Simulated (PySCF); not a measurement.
# Working out the ionisation energy of Yb

Yb [Xe] 4f14 6s2 (1S) → Yb+ [Xe] 4f14 6s1 (2S). Computed with PySCF 2.14 in ANO-RCC-VTZP (8s7p5d3f2g1h, 104 functions), with scalar relativity by spin-free X2C-1e. Frozen: [Ar] 3d10. Energies in hartree (1 hartree = 27.21139 eV):

| part | Yb (lower) | Yb+ (upper) |
| --- | --- | --- |
| UHF | -14054.078438 | -14053.889798 |
| MP2 opposite-spin | -1.147672 | -1.120453 |
| MP2 same-spin | -0.708099 | -0.699200 |

Question: What does Hartree-Fock give?

Answer: (-14053.889798) − (-14054.078438) = 0.188640 hartree = 5.133 eV.

Question: What do MP2 and SCS-MP2 (6/5 opposite-spin, 1/3 same-spin) give?

Answer: The opposite-spin parts differ by 0.741 eV and the same-spin parts by 0.242 eV. MP2: 5.133 + (0.741) + (0.242) = 6.116 eV. SCS-MP2: 5.133 + 1.2 × (0.741) + (0.242)/3 = 6.103 eV.

Measured between the centres of the two terms (NIST): 6.254 eV, so MP2 (valence and next inner shell) is off by -0.138 eV.

What remains against the reference includes basis incompleteness, the frozen core and correlation beyond second order.
